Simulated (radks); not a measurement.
Values are calculated unless marked as measured or tabulated.
Task: Valence configurations of Pd I (all share [Kr]). Level of theory: Dirac Kohn-Sham, PBEsol, spin-unpolarised, spherical densities, point nucleus; open shells are shared between the two j in proportion to 2j + 1 (a radial shooting solver on a logarithmic mesh with Libxc functionals). Order these by energy: 4d8 5s0.5 5p1.5; 4d10; 4d9 5p1; 4d8.5 5p1.5; 4d8 5s1 5p1; 4d8.5 5s1 5p0.5; 4d8 5s2; 4d8 5p2; 4d9 5s1; 4d7.5 5s0.5 5p2.

Result: From the lowest, in eV above it: 4d10 0.000; 4d9 5s1 1.513; 4d8 5s2 4.759; 4d8.5 5s1 5p0.5 4.906; 4d9 5p1 5.311; 4d8 5s1 5p1 9.133; 4d8.5 5p1.5 9.134; 4d8 5s0.5 5p1.5 11.417; 4d8 5p2 13.760; 4d7.5 5s0.5 5p2 16.681. NIST lists [Kr] 4d10 as the ground configuration; this level of theory agrees among the configurations tried. The energies are those of spherical spin-averaged densities, not of single terms.
